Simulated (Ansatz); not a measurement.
A structure relaxed at PBE0-D4/def2-TZVP, charge 0, multiplicity 1:

Cartesian coordinates in Å:
```
O -1.274 0.288 -1.954
Ge -0.501 0.724 -0.405
C -0.643 -0.728 0.974
O 0.754 -0.951 1.223
Si 1.669 -0.109 0.108
H -1.795 1.007 -2.316
H -1.012 2.127 -0.005
H -1.113 -1.630 0.573
H -1.142 -0.448 1.904
H 2.713 0.715 0.776
H 2.345 -0.995 -0.879
```

Q: Give its formula and SMILES.

A: CH6GeO2Si, `[OH][GeH]1[CH2]O[SiH2]1`.

Q: Summarise the bond lengths by kind.

A: 1 × Ge–O 1.786 Å; 1 × H–O 0.959 Å; 1 × C–Ge 2.007 Å; 1 × Ge–Si 2.381 Å; 1 × Ge–H 1.546 Å; 1 × C–O 1.436 Å; 2 × C–H 1.093 to 1.094 Å; 1 × O–Si 1.670 Å; 2 × H–Si 1.488 to 1.489 Å.

Results of the Gaussian-basis code of Ansatz.
